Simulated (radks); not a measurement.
Cr, configuration [Ar] 3d5 4s1. Calculated with a radial shooting solver on a logarithmic mesh with Libxc functionals: scalar-relativistic Kohn-Sham, r2SCAN, spin-polarised, spherical densities, finite nucleus; open shells are filled with parallel spins first; meta-GGA in the generalised Kohn-Sham scheme; Fermi nuclear charge, rms radius 3.6452 fm.

Normalised radial functions P(r) = r R(r), r in bohr:

r	3p down
0.005415	0.0045
0.007107	0.0075
0.009329	0.0124
0.01224	0.0205
0.01607	0.0334
0.0211	0.0538
0.02769	0.0852
0.03635	0.1318
0.04771	0.1975
0.06262	0.2839
0.08219	0.3862
0.1079	0.4876
0.1416	0.5533
0.1859	0.5317
0.244	0.3686
0.3202	0.0419
0.4203	-0.3998
0.5517	-0.8283
0.7242	-1.0735
0.9506	-1.0386
1.248	-0.7800
1.638	-0.4543
2.15	-0.2002
2.822	-0.0639
3.704	-0.0136
4.861	-0.0017
6.381	-0.0001
8.376	0.0000
10.99	0.0000

3p down: eigenvalue -42.381 eV, 1 radial node at r = 0.329 bohr, <r> = 0.970 bohr, 90 % of the charge inside 1.50 bohr.
